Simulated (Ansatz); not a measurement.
`BBBr` + `C[SiH](O)F` → `BBO[SiH](C)F` + HBr at 400 K and 1 bar (ligand exchange at a B–Br bond).

Isolated molecules relaxed with PBE0-D4/def2-TZVP in Ansatz; ΔE leaves out vibrations. CCSD(T)/CBS adds triple-zeta CCSD(T) − MP2 to the extrapolated MP2 energy (def2 sets, frozen cores). For Br outer-core shells are correlated without core-valence functions, which leaves a few kJ/mol of doubt a bond. Scalar relativity is left out up to krypton. One conformer a species, not always the lowest.

```tsv
species	CCSD(T)/CBS energy (Eh)	H − E (kJ/mol)	S (J/(mol·K))
`BBBr`	-2624.69394	107.1	314.0
`C[SiH](O)F`	-505.24344	193.1	344.5
`BBO[SiH](C)F`	-556.02948	267.3	435.5
HBr	-2573.91920	27.6	207.2
```

H − E and S are ideal-gas, rigid-rotor, harmonic terms from PBE0-D4/def2-TZVP, for one conformer and one mirror image of each species. 1 Eh = 2625.50 kJ/mol, R = 8.31446 J/(mol·K).

**Question.** By hand: ΔE, ΔH, ΔS and ΔG.

**Answer.** ΔE = (-556.02948) + (-2573.91920) − (-2624.69394) − (-505.24344) = -0.01130 Eh = -29.7 kJ/mol. Δ(H − E) = 267.3 + 27.6 − 107.1 − 193.1 = -5.3, so ΔH = -35.0 kJ/mol. ΔS = 435.5 + 207.2 − 314.0 − 344.5 = -15.8 J/(mol·K). ΔG = -35.0 − 400 × (-15.8)/1000 = -28.7 kJ/mol.

**Question.** By hand: the equilibrium constant, and the temperature at which ΔG would vanish if ΔH and ΔS stayed fixed.

**Answer.** log₁₀ K = −ΔG/(RT ln 10) = 3.7. ΔG = 0 at ΔH/ΔS = 2215 K, though so small a ΔS makes that figure unsure.

ΔH outweighs TΔS. A doubt of 5 kJ/mol in ΔE shifts log₁₀ K by 0.7 here. Other conformers and mirror images would add mixing entropy, several J/(mol·K) or more a flexible species. Modes under 60 cm⁻¹, often nearly free rotors, make the harmonic entropy too high. These are equilibria of isolated gas molecules and say nothing of rates. Largest T1 diagnostic: 0.012 (customary marks: 0.02 for closed shells, 0.045 for open ones).
